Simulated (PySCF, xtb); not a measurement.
C2H8GeOSi, SMILES C[Si@@H]1[GeH2][CH2]O1.

GFN2-xTB (xtb 6.7.1) at its own geometry gives an orbital gap of 4.27 eV and a dipole moment of 1.69 D.

The structure is a stationary point at r2SCAN-D4/def2-SVP. The structure was generated by enumeration; whether it is a known compound was not checked.

Q: What does PBE/def2-TZVP run with PySCF give? (The exact figures need the calculation; the answer reports its results.)

A: gap 5.43 eV (levels -6.22 and -0.79 eV), dipole 1.02 D.
